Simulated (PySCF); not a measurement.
Electron correlation in Ca (calcium, neutral)

[Ar] 4s2, closed-shell 1S. Calculation: PySCF 2.14, in cc-pVTZ-X2C; scalar relativity by spin-free X2C-1e. Frozen: [Ar]; 2 electrons correlated.

Total MP2 correlation energy: -19.96 mhartree.

Same-spin part 0.00 and opposite-spin part -19.96 mhartree; SCS-MP2 scales them by 1/3 and 6/5 to -23.95 mhartree.

With two correlated electrons CCSD is exact within the correlated space (frozen core and kept virtual orbitals).

| level | correlation energy (mhartree) |
| --- | --- |
| CCSD | -28.63 |

Diagnostics: T1 = 0.018, D1 = 0.0255, largest double amplitude 0.098.

Problem. Is a single reference adequate?

Solution. Mostly. T1 lies below 0.03, but a double amplitude of this size points to a near-degeneracy that CCSD handles and MP2 describes poorly.
